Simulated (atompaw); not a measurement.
## Sc (Z = 21): from the effect back to the setting (PAW (atompaw))

Base potential:

Sc, PAW, made with atompaw 4.2.0.5 (LDA (PW92), scalar-relativistic). Core [Ne], reference 3s2 3p6 3d1 4s0.5 4p0 (charge +1.5). Waves: 3s (bound): rc 1.80 bohr; 4s (bound): rc 2.00 bohr; 3p (bound): rc 1.30 bohr; 4p (bound, empty): rc 2.00 bohr; 3d (bound): rc 1.60 bohr; 3d channel at 1 Ry: rc 2.00 bohr. Local part: bessel scheme, radius 1.95 bohr. Core correction: smooth core density matched at 1.40 bohr. Augmentation charge: sinc compensation charge, radius 1.85 bohr; PAW radius 2.00 bohr; waves and projectors: custom rrkj gramschmidtortho.

Cutoffs, loose and tight: the cutoffs (Ry, on a coarse ladder) from which the occupation-weighted sum of valence levels, in a spherical-Bessel basis at the reference potential, stays within 10 and 1 mRy of its value at 400 Ry. They see the waves, projectors and local potential, not the compensation charge or the core.

Only the scale of all radii (base = 1) is moved:

| scale of all radii (base = 1) | cutoff, loose | cutoff, tight | bound ghosts |
| --- | --- | --- | --- |
| 0.77 | 70 Ry | 110 Ry | none |
| 0.9 | 55 Ry | 100 Ry | none |
| 0.94 | 50 Ry | 90 Ry | none |
| 1.05 | 40 Ry | 80 Ry | none |
| 1.26 | 30 Ry | 50 Ry | none |

One more run gave cutoff, loose: 35 Ry; cutoff, tight: 55 Ry; bound ghosts: none. Which value of the scale of all radii (base = 1) was used?

1.19. The loose cutoff moves one way along this sweep, from 70 Ry at 0.77 to 30 Ry at 1.26, which places the run between 1.05 and 1.26.
